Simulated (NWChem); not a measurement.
Everything below was run with NWChem. System: F3Si, charge 0, spin multiplicity 2, displaced from the optimised geometry. The structure started from a generated list of species. Its SCF solution wasn't tested for a lower state.

Input file:

```
start mol
memory heap 200 mb stack 900 mb global 1100 mb
geometry units angstroms nocenter noautoz
  F      0.767038    -0.204191     1.329276
  Si     0.000835     0.390603     0.000000
  F      0.767038    -0.204191    -1.329276
  F     -1.535374    -0.199223     0.000000
  symmetry group Cs
end
basis spherical
  * library def2-svp
end
dft
  xc becke88 lyp
  odft
  mult 2
  semidirect memsize 60000000 filesize 0
  iterations 100
  convergence nodiis damp 40
end
task dft gradient
```

The output up to the point where the run's verdict is printed (cleaned and shortened):

```
             Northwest Computational Chemistry Package (NWChem) 7.3.0
             --------------------------------------------------------

                                NWChem Input Module
                                -------------------

 Scaling coordinates for geometry "geometry" by  1.889725989
 (inverse scale =  0.529177249)

 Turning off AUTOSYM since
 SYMMETRY directive was detected!

                             Geometry "geometry" -> ""
                             -------------------------

 Output coordinates in angstroms (scale by  1.889725989 to convert to a.u.)

  No.       Tag          Charge          X              Y              Z
 ---- ---------------- ---------- -------------- -------------- --------------
    1 F                    9.0000     0.76703800    -0.20419100     1.32927600
    2 Si                  14.0000     0.00083500     0.39060300     0.00000000
    3 F                    9.0000     0.76703800    -0.20419100    -1.32927600
    4 F                    9.0000    -1.53537400    -0.19922300     0.00000000

 Effective nuclear repulsion energy (a.u.)     169.9257482723

            Nuclear Dipole moment (a.u.)
            ----------------------------
        X                 Y               Z
 ---------------- ---------------- ----------------
     0.0000151178    -0.0000056692     0.0000000000

      Symmetry information
      --------------------

 Group name             Cs
 Group number              2
 Group order               2
 No. of unique centers     3

      Symmetry unique atoms

     1    2    4


 Summary of "ao basis" -> "" (spherical)
 ------------------------------------------------------------------------------
       Tag                 Description            Shells   Functions and Types
 ---------------- ------------------------------  ------  ---------------------
 *                          def2-svp                  on all atoms

                                 NWChem DFT Module
                                 -----------------

 Summary of "ao basis" -> "ao basis" (spherical)
 ------------------------------------------------------------------------------
[...]
 d= 0,ls=0.5         73   -444.2283526094  9.37D+01  1.71D-01               8.7
                                                     1.69D-01
 d= 0,ls=0.5         74   -537.8890524206 -9.37D+01  1.71D-01               8.8
                                                     1.69D-01
 d= 0,ls=0.5         75   -444.2283526094  9.37D+01  1.71D-01               9.0
                                                     1.69D-01
 d= 0,ls=0.5         76   -537.8890524206 -9.37D+01  1.71D-01               9.1
                                                     1.69D-01
 d= 0,ls=0.5         77   -444.2283526094  9.37D+01  1.71D-01               9.3
                                                     1.69D-01
 d= 0,ls=0.5         78   -537.8890524206 -9.37D+01  1.71D-01               9.4
                                                     1.69D-01
 d= 0,ls=0.5         79   -444.2283526094  9.37D+01  1.71D-01               9.6
                                                     1.69D-01
 d= 0,ls=0.5         80   -537.8890524206 -9.37D+01  1.71D-01               9.7
                                                     1.69D-01
 d= 0,ls=0.5         81   -444.2283526094  9.37D+01  1.71D-01               9.8
                                                     1.69D-01
 d= 0,ls=0.5         82   -537.8890524206 -9.37D+01  1.71D-01              10.0
                                                     1.69D-01
 d= 0,ls=0.5         83   -444.2283526094  9.37D+01  1.71D-01              10.1
                                                     1.69D-01
 d= 0,ls=0.5         84   -537.8890524206 -9.37D+01  1.71D-01              10.3
                                                     1.69D-01
 d= 0,ls=0.5         85   -444.2283526094  9.37D+01  1.71D-01              10.4
                                                     1.69D-01
 d= 0,ls=0.5         86   -537.8890524206 -9.37D+01  1.71D-01              10.6
                                                     1.69D-01
 d= 0,ls=0.5         87   -444.2283526094  9.37D+01  1.71D-01              10.8
                                                     1.69D-01
 d= 0,ls=0.5         88   -537.8890524206 -9.37D+01  1.71D-01              10.9
                                                     1.69D-01
 d= 0,ls=0.5         89   -444.2283526094  9.37D+01  1.71D-01              11.0
                                                     1.69D-01
 d= 0,ls=0.5         90   -537.8890524206 -9.37D+01  1.71D-01              11.2
                                                     1.69D-01
 d= 0,ls=0.5         91   -444.2283526094  9.37D+01  1.71D-01              11.3
                                                     1.69D-01
 d= 0,ls=0.5         92   -537.8890524206 -9.37D+01  1.71D-01              11.5
                                                     1.69D-01
 d= 0,ls=0.5         93   -444.2283526094  9.37D+01  1.71D-01              11.6
                                                     1.69D-01
 d= 0,ls=0.5         94   -537.8890524206 -9.37D+01  1.71D-01              11.7
                                                     1.69D-01
 d= 0,ls=0.5         95   -444.2283526094  9.37D+01  1.71D-01              11.9
                                                     1.69D-01
 d= 0,ls=0.5         96   -537.8890524206 -9.37D+01  1.71D-01              12.0
                                                     1.69D-01
 d= 0,ls=0.5         97   -444.2283526094  9.37D+01  1.71D-01              12.2
                                                     1.69D-01
 d= 0,ls=0.5         98   -537.8890524206 -9.37D+01  1.71D-01              12.3
                                                     1.69D-01
 d= 0,ls=0.5         99   -444.2283526094  9.37D+01  1.71D-01              12.4
                                                     1.69D-01
 d= 0,ls=0.5        100   -537.8890524206 -9.37D+01  1.71D-01              12.6
                                                     1.69D-01
```

The run did not converge; its last values are not results. The next line reads: Calculation failed to converge. NWChem stopped with the message: dft gradient failed.
